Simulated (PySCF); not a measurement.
C₂HBrClF. Atoms are numbered in the order given.

```xyz
6

F     -1.5607     0.3731     0.0000
C     -0.2619     0.1389     0.0000
Br     0.1797    -1.6781     0.0000
C      0.6553     1.1050     0.0000
Cl     0.2161     2.7669     0.0000
H      1.7207     0.8755     0.0000
```
Charge 0, spin multiplicity 1.

Coordinates come from a ωB97X-D3(BJ)/def2-SVP optimisation.

These are PBE/pcSseg-1 in PySCF values and carry that method's errors.

GIAO shieldings, no solvent; atoms alike by connectivity are averaged. δ = σ(ref) − σ: ¹⁹F against CFCl3 (σ = 133.6 ppm); ¹³C against TMS (σ = 182.0 ppm); ³⁵Cl against HCl (σ = 936.5 ppm); ¹H against TMS (σ = 31.49 ppm), references at their B3LYP-D3(BJ)/def2-TZVP geometries, non-relativistic (without spin–orbit terms, shifts of atoms bonded to Cl or Br come out too high).

Estimate the chemical shifts. (The exact figures need the calculation; the answer reports its results.)


```json
[
 {"nucleus": "¹⁹F", "atoms": "F1", "count": "1", "δ (ppm)": "-87.1"},
 {"nucleus": "¹³C", "atoms": "C2", "count": "1", "δ (ppm)": "161.7"},
 {"nucleus": "¹³C", "atoms": "C4", "count": "1", "δ (ppm)": "109.3"},
 {"nucleus": "³⁵Cl", "atoms": "Cl5", "count": "1", "δ (ppm)": "214.6"},
 {"nucleus": "¹H", "atoms": "H6", "count": "1", "δ (ppm)": "5.66"}
]
```
